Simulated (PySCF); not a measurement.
CuI₂, SMILES [I][Cu-][I], charge -1, multiplicity 1. Atoms are numbered in the order given.

```xyz
3

Cu     0.0000     0.0000     0.0000
I      0.0000     0.0000    -2.4587
I      0.0000     0.0000     2.4587
```
Charge -1, spin multiplicity 1.

The structure is a stationary point at PBE0-D3(BJ)/def2-SVPD. The spin state was assumed, not searched. The def2 effective core potentials stand for the cores of I; spin–orbit coupling is left out.

Method: PBE/def2-TZVPD in PySCF.

Mulliken values depend strongly on the basis, most of all with diffuse functions as here. ESP charges are fitted to the potential on shells at 1.4 to 2.0 van der Waals radii. Atomic charges (e):

| atom | ESP fit | Mulliken |
|---|---|---|
| Cu1 | 0.20 | -0.74 |
| I2 | -0.60 | -0.13 |
| I3 | -0.60 | -0.13 |
